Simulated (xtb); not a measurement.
Input for xtb: GFN2-xTB on CH4GeO (SMILES [CH3][Ge][OH]), a point of a torsion scan.

```
$ xtb mol.xyz --gfn 2 --opt vtight --chrg 0 --uhf 0 --input xcontrol
7

C     -0.95002238    -0.08525482     0.03068858
Ge     0.54019482     1.16374803    -0.11668980
O      2.08915030     0.33957791     0.14022309
H     -0.70610159    -1.00006073    -0.55167105
H     -1.86055850     0.33575409    -0.39382003
H     -1.10902872    -0.27732503     1.10461845
H      2.36244010     0.33674490     1.08781716
$constrain
  force constant=1.0
  dihedral: 1,2,3,7,270.0
$end
```

The log:

```
[...]
           -------------------------------------------------
          |                Calculation Setup                |
           -------------------------------------------------



           -------------------------------------------------
          |                 G F N 2 - x T B                 |
           -------------------------------------------------

        Reference                      10.1021/acs.jctc.8b01176
      * Hamiltonian:
        H0-scaling (s, p, d)           1.850000    2.230000    2.230000
        zeta-weighting                 0.500000
      * Dispersion:
        s8                             2.700000
        a1                             0.520000
        a2                             5.000000
        s9                             5.000000
      * Repulsion:
        kExp                           1.500000    1.000000
        rExp                           1.000000
      * Coulomb:
        alpha                          2.000000
        third order                    shell-resolved
        anisotropic                    true
        a3                             3.000000
        a5                             4.000000
        cn-shift                       1.200000
        cn-exp                         4.000000
        max-rad                        5.000000


          ...................................................
          :                      SETUP                      :
          :.................................................:
          :  # basis functions                  22          :
          :  # atomic orbitals                  21          :
          :  # shells                           11          :
          :  # electrons                        18          :
          :  max. iterations                   250          :
          :  Hamiltonian                  GFN2-xTB          :
          :  restarted?                      false          :
          :  GBSA solvation                  false          :
          :  PC potential                    false          :
          :  electronic temp.          300.0000000     K    :
          :  accuracy                    1.0000000          :
          :  -> integral cutoff          0.2500000E+02      :
          :  -> integral neglect         0.1000000E-07      :
          :  -> SCF convergence          0.1000000E-05 Eh   :
          :  -> wf. convergence          0.1000000E-03 e    :
          :  Broyden damping             0.4000000          :
          :  net charge                          0          :
          :  unpaired electrons                  0          :
          ...................................................

 iter      E             dE          RMSdq      gap      omega  full diag
   1    -10.0067546 -0.100068E+02  0.214E+01    1.52       0.0  T
   2    -10.1220443 -0.115290E+00  0.986E+00    3.98       1.0  T
   3    -10.2527702 -0.130726E+00  0.649E+00    2.66       1.0  T
   4    -10.2498271  0.294315E-02  0.306E+00    2.69       1.0  T
   5    -10.2577743 -0.794721E-02  0.974E-01    2.88       1.0  T
   6    -10.2582732 -0.498918E-03  0.267E-01    2.99       1.0  T
   7    -10.2584103 -0.137151E-03  0.115E-01    2.95       1.0  T
   8    -10.2584197 -0.937497E-05  0.111E-02    2.96       3.4  T
   9    -10.2584197  0.543305E-07  0.763E-03    2.96       5.0  T
  10    -10.2584197 -0.729601E-07  0.507E-04    2.96      74.5  T
  11    -10.2584197 -0.537117E-10  0.210E-04    2.96     179.8  T

   *** convergence criteria satisfied after 11 iterations ***

         #    Occupation            Energy/Eh            Energy/eV
      -------------------------------------------------------------
         1        2.0000           -0.6667764             -18.1439
       ...           ...                  ...                  ...
         3        2.0000           -0.5569317             -15.1549
         4        2.0000           -0.5235888             -14.2476
         5        2.0000           -0.4624760             -12.5846
         6        2.0000           -0.4593883             -12.5006
         7        2.0000           -0.4511074             -12.2753
         8        2.0000           -0.4376752             -11.9097
         9        2.0000           -0.3460413              -9.4163 (HOMO)
        10                         -0.2371460              -6.4531 (LUMO)
        11                         -0.0955269              -2.5994
        12                         -0.0580868              -1.5806
        13                          0.0359517               0.9783
        14                          0.0800194               2.1774
       ...                                ...                  ...
        21                          0.8268733              22.5004
      -------------------------------------------------------------
                  HL-Gap            0.1088953 Eh            2.9632 eV
             Fermi-level           -0.2915936 Eh           -7.9347 eV

 SCC (total)  
[...]
 -0.0900264              -2.4497
        13                          0.0531463               1.4462
        14                          0.0777134               2.1147
       ...                                ...                  ...
        21                          0.8295698              22.5737
      -------------------------------------------------------------
                  HL-Gap            0.1185033 Eh            3.2246 eV
             Fermi-level           -0.2851401 Eh           -7.7591 eV

 SCC (total)                   0 d,  0 h,  0 min,  0.002 sec
 SCC setup                      ...        0 min,  0.000 sec (  2.837%)
 Dispersion                     ...        0 min,  0.000 sec (  0.769%)
 classical contributions        ...        0 min,  0.000 sec (  0.334%)
 integral evaluation            ...        0 min,  0.000 sec ( 26.382%)
 iterations                     ...        0 min,  0.000 sec ( 22.958%)
 molecular gradient             ...        0 min,  0.001 sec ( 42.844%)
 printout                       ...        0 min,  0.000 sec (  3.490%)

         :::::::::::::::::::::::::::::::::::::::::::::::::::::
         ::                     SUMMARY                     ::
         :::::::::::::::::::::::::::::::::::::::::::::::::::::
         :: total energy             -10.201248519739 Eh    ::
         :: gradient norm              0.000195684782 Eh/a0 ::
         :: HOMO-LUMO gap              3.224639828504 eV    ::
         ::.................................................::
         :: SCC energy               -10.278671169550 Eh    ::
         :: -> isotropic ES            0.015657738146 Eh    ::
         :: -> anisotropic ES          0.003235774759 Eh    ::
         :: -> anisotropic XC          0.002142659335 Eh    ::
         :: -> dispersion             -0.002815845201 Eh    ::
         :: repulsion energy           0.077422642064 Eh    ::
         :: add. restraining           0.000000007747 Eh    ::
         :: total charge              -0.000000000000 e     ::
         :::::::::::::::::::::::::::::::::::::::::::::::::::::

           -------------------------------------------------
          |                Property Printout                |
           -------------------------------------------------

    * Orbital Energies and Occupations

         #    Occupation            Energy/Eh            Energy/eV
      -------------------------------------------------------------
         1        2.0000           -0.6657465             -18.1159
         2        2.0000           -0.6226288             -16.9426
         3        2.0000           -0.5466464             -14.8750
         4        2.0000           -0.4941164             -13.4456
         5        2.0000           -0.4532638             -12.3339
         6        2.0000           -0.4512545             -12.2793
         7        2.0000           -0.4381260             -11.9220
         8        2.0000           -0.4371326             -11.8950
         9        2.0000           -0.3443918              -9.3714 (HOMO)
        10                         -0.2258884              -6.1467 (LUMO)
        11                         -0.1153514              -3.1389
        12                         -0.0900264              -2.4497
        13                          0.0531463               1.4462
        14                          0.0777134               2.1147
        15                          0.1184502               3.2232
        16                          0.1556757               4.2362
        17                          0.2082215               5.6660
        18                          0.2467370               6.7141
        19                          0.2593258               7.0566
        20                          0.3726486              10.1403
        21                          0.8295698              22.5737
      -------------------------------------------------------------
                  HL-Gap            0.1185033 Eh            3.2246 eV
             Fermi-level           -0.2851401 Eh           -7.7591 eV

     #   Z          covCN         q      C6AA      α(0)
     1   6 C        3.633    -0.210    25.116     7.213
     2  32 Ge       1.641     0.335   248.784    32.998
     3   8 O        1.588    -0.505    23.032     6.476
     4   1 H        0.924     0.031     2.570     2.507
Note: The following floating-point exceptions are signalling: IEEE_UNDERFLOW_FLAG IEEE_DENORMAL
normal termination of xtb
     5   1 H        0.925     0.015     2.813     2.623
     6   1 H        0.924     0.031     2.577     2.510
     7   1 H        0.806     0.303     0.712     1.326

 Mol. C6AA /au·bohr⁶  :        951.178658
 Mol. C8AA /au·bohr⁸  :      47065.970478
 Mol. α(0) /au        :         55.652984


Wiberg/Mayer (AO) data.
largest (>0.10) Wiberg bond orders for each atom

 ---------------------------------------------------------------------------
     #   Z sym  total        # sym  WBO       # sym  WBO       # sym  WBO
 ---------------------------------------------------------------------------
     1   6 C    3.933 --     2 Ge   1.025     5 H    0.969     6 H    0.955
                             4 H    0.955
     2  32 Ge   2.493 --     3 O    1.303     1 C    1.025
     3   8 O    2.191 --     2 Ge   1.303     7 H    0.853
     4   1 H    0.999 --     1 C    0.955
     5   1 H    1.000 --     1 C    0.969
     6   1 H    0.999 --     1 C    0.955
     7   1 H    0.908 --     3 O    0.853
 ---------------------------------------------------------------------------

Topologies differ in total number of bonds
Writing topology from bond orders to xtbtopo.mol

molecular dipole:
                 x           y           z       tot (Debye)
 q only:        0.261       0.359      -0.088
   full:        0.147       0.099       0.013       0.452
molecular quadrupole (traceless):
                xx          xy          yy          xz          yz          zz
 q only:       -0.283      -0.932       0.926       1.081      -1.212      -0.643
  q+dip:        0.923      -1.342      -0.090       1.685      -1.198      -0.833
   full:        0.391      -2.278      -1.076       1.401       0.128       0.684

           -------------------------------------------------
          |                Geometry Summary                 |
           -------------------------------------------------

      molecular mass/u    :      104.6694540
   center of mass at/Å    :        0.5406103       0.9901110      -0.1139839
  moments of inertia/u·Å² :        0.3826932E+02   0.7560030E+02   0.1107500E+03
rotational constants/cm⁻¹ :        0.4404999E+00   0.2229837E+00   0.1522134E+00

 * 5 selected distances

     #   Z          #   Z                                           value/Å
     2  32 Ge       3   8 O                                       1.7317263 (max)
     1   6 C        4   1 H                                       1.0905293
     1   6 C        5   1 H                                       1.0894872
     1   6 C        6   1 H                                       1.0905812
     3   8 O        7   1 H                                       0.9486505 (min)

 * 3 distinct bonds (by element types)

   Z      Z             #   av. dist./Å        max./Å        min./Å
   1 H    6 C           3     1.0901992     1.0905812     1.0894872
   1 H    8 O           1     0.9486505     0.9486505     0.9486505
   8 O   32 Ge          1     1.7317263     1.7317263     1.7317263


optimized geometry written to: xtbopt.xyz


           -------------------------------------------------
          | TOTAL ENERGY              -10.201248519739 Eh   |
          | GRADIENT NORM               0.000195684782 Eh/α |
          | HOMO-LUMO GAP               3.224639828504 eV   |
           -------------------------------------------------

------------------------------------------------------------------------
------------------------------------------------------------------------
 total:
 SCF:
 ANC optimizer:
```

The run finished.

Warnings raised: the energy holds the restraint's term.

Cost: about 0.20 core-seconds (a rough figure).
